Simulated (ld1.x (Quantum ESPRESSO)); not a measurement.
**Before and after: ultrasoft potential for Cd (Z = 48)**

- Element: cadmium (Cd)
- Generator: ld1.x (Quantum ESPRESSO) 7.5
- Type: ultrasoft
- Functional: LDA (PZ)
- Relativity: scalar-relativistic
- Frozen core: [Kr]
- Valence charge: 12
- Reference configuration: 4d10 5s1 5p0 (charge +1)
- Partial waves: 5s (bound): rcut 1.60, rcutus 2.20 bohr; 5s channel at 0.65 Ry: rcut 1.60, rcutus 2.20 bohr; 5p (bound, empty): rcut 2.75, rcutus 2.95 bohr; 5p channel at 2.1 Ry: rcut 2.75, rcutus 2.95 bohr; 4d (bound): rcut 0.85, rcutus 1.15 bohr; 4d channel at -1.15 Ry: rcut 0.85, rcutus 1.15 bohr
- Local potential: all-electron potential smoothed inside 1.10 bohr (lloc = -1)
- Core correction: a·sin(br)/r model core inside 0.90 bohr
- Augmentation charge: PSQ, radius 0.70 bohr

All-electron outer shells of the reference configuration (LDA (PZ), scalar-relativistic, ld1.x):

```tsv
shell	level (eV)	outermost node (bohr)	outermost maximum (bohr)
4p	-75.91	0.43	0.84
4d	-20.74	0.42	0.98
5s	-13.46	1.06	2.23
5p	-7.62	1.19	2.80
```

Change: augmentation built from norm-conserving waves at rcut, not smoothed further.

Cutoffs: the cutoffs (Ry, on a coarse ladder) from which the occupation-weighted sum of valence levels, in a spherical-Bessel basis at the reference potential, stays within 10 and 1 mRy of its value at 400 Ry; they do not see the model core or the augmentation charge, which bear on the density cutoff. Errors are all-electron minus pseudo energies relative to the spin-unpolarised reference configuration.

Question: What does the change do?

Answer: The bound ghosts move from p, s to s; of the 9 tests that both files solve, the error grows in 3 and shrinks in 2 by more than 15 % and 0.3 meV (median size 4.4 → 13.0 meV); the range in which the p phases agree narrows (upper end at the end of the scan → 0.2).

| quantity | base | changed |
| --- | --- | --- |
| cutoffs, loose and tight | 90 Ry, 160 Ry | not determined |
| bound ghosts | s, p | s (p not tested, overlap not positive) |
| error for 4d10 5s2 5p0, meV [ΔE -9.63 eV] | +1.2 | -0.4 |
| error for 4d10 5s0 5p0, meV [ΔE 17.52 eV] | -4.4 | -7.6 |
| error for 4d9 5s0 5p0, meV [ΔE 55.78 eV] | -118 | -105 |
| error for 4d9 5s2 5p0, meV [ΔE 8.52 eV] | -63 | -83 |
| error for 4d10 5s0 5p2, meV [ΔE 0.29 eV] | +0.4 | -13 |
| error for 4d8 5s0 5p0, meV [ΔE 110.05 eV] | -549 | -506 |
| error for 4d10 5s1.5 5p0, meV [ΔE -5.75 eV] | +0.7 | +0.3 |
| error for 4d10 5s1 5p0 (spin-polarised), meV [ΔE -0.19 eV] | -0.2 | -0.3 |
| error for 4d9 5s0 5p0 (spin-polarised), meV [ΔE 55.60 eV] | -108 | -97 |
| s: phases at 3.19 bohr within 0.05 rad from the reference energy up to (Ry; the scan ends near 5) | to the end of the scan | 4.8 |
| p: phases at 3.19 bohr within 0.05 rad from the reference energy up to (Ry; the scan ends near 5) | to the end of the scan | 0.2 |
| d: phases at 3.19 bohr within 0.05 rad from the reference energy up to (Ry; the scan ends near 5) | 4.7 | 4.8 |
| lowest overlap eigenvalue by channel | s 0.23, p 0.31, d 0.93 | s 0.26, p -0.16, d 0.93 |

Changed file: the overlap operator is not positive definite in a basis up to 400 Ry (lowest eigenvalue p -0.16), so the file is unfit for use: the generalised eigenproblem breaks down once the basis is large enough, and its test numbers describe a broken file. A true bound ghost makes a file unfit for plane-wave use even where its test errors are small: the radial tests pick states by their node count and pass the ghost by.
